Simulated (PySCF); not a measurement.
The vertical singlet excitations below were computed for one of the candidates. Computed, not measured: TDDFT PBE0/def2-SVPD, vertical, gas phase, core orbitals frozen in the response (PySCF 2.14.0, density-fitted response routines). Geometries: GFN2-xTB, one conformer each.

```
state  λ (nm)      f
   S1   231.1  0.072
   S2   207.3  0.010
   S3   201.8  0.033
   S4   191.6  0.059
   S5   186.8  0.068
   S6   184.8  0.012
   S7   181.3  0.020
   S8   176.6  0.059
```

Question: Which candidate is it? All have the formula C6H11P.
A. `C=CP(C)C(=C)C`
B. `CC1=CCCP1C`
C. `CCC1=CCPC1`

Answer: B. Its S1 lies at 5.37 eV; the nearest of the others has S1 at 5.76 eV. S1 is HOMO→LUMO (91%). Löwdin shares by element: HOMO phosphorus 46%, carbon 35% or more (atoms not listed hold the other 19%); LUMO carbon 59% or more, phosphorus 11% (atoms not listed hold the other 30%). At the same level the other candidates give, for their lowest levels:
- `CCC1=CCPC1`: 215 nm (f 0.002); 203 nm (f 0.015); 197 nm (f 0.032); 190 nm (f 0.016); 184 nm (f 0.093); T1 4.24 eV; HOMO -6.69, LUMO 0.23 eV
- `C=CP(C)C(=C)C`: 254 nm (f 0.008); 216 nm (f 0.086); 199 nm (f 0.028); 194 nm (f 0.295); 191 nm (f 0.014); T1 4.04 eV; HOMO -6.49, LUMO -0.44 eV
Triplets come from the Tamm–Dancoff approximation.
